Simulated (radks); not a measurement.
The numbers below are computed, except where a source is named.
The nuclear charge of the zirconium ion Zr+ is varied continuously with 39 electrons held in [Kr] 4d2 5s1. Code: a radial shooting solver on a logarithmic mesh with Libxc functionals. Model: Dirac Kohn-Sham, PBE, spin-unpolarised, spherical densities, finite nucleus; open shells fill j = l - 1/2 first; Fermi nuclear charge, rms radius 4.2694 fm. By the Hellmann-Feynman theorem dE/dZ = E(electron-nucleus)/Z, the electronic potential at the nucleus (averaged over a nucleus of fixed radius).

Z,E (hartree),E(electron-nucleus)/Z (hartree),HOMO,e(HOMO) (eV),<r> HOMO (bohr)
39.5,-3491.13506,-213.208,4d3/2,-5.302,2.436
39.75,-3544.66686,-215.046,4d3/2,-7.550,2.264
40,-3598.65805,-216.883,5s1/2,-9.927,3.431
40.25,-3653.10817,-218.718,5s1/2,-11.860,3.297
40.5,-3708.01695,-220.552,5s1/2,-13.912,3.176
40.75,-3763.38428,-222.386,5s1/2,-16.076,3.067
41,-3819.21012,-224.220,5s1/2,-18.348,2.967

The central difference of E at Z = 40 is -216.883 hartree, to compare with the third column; the second derivative is -7.34 hartree.
